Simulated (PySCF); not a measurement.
CrO2Cl, SMILES [Cl][Cr+](=[O])=[O], charge +1, multiplicity 1. Geometry: PBE-D3(BJ)/def2-SVP. The spin state was assumed, not searched. The isomer is the one that the SMILES or the coordinates give; other isomers of the formula were not compared.

Problem. Give the equilibrium geometry at PBE-D3(BJ)/def2-SVP (PySCF confirms it by a frequency run) as bond lengths and angles, and its point group. (An estimate is asked for; the answer gives what the named calculation found.)

Solution. point group Cs.
Atoms: Cr1 O2 O3 Cl4. Bond lengths (Å): Cr1–O2 1.542, Cr1–O3 1.542, Cr1–Cl4 2.081. Bond angles (°): O2–Cr1–O3 107.6, O2–Cr1–Cl4 108.8, O3–Cr1–Cl4 108.8.
Charge +1, spin multiplicity 1.
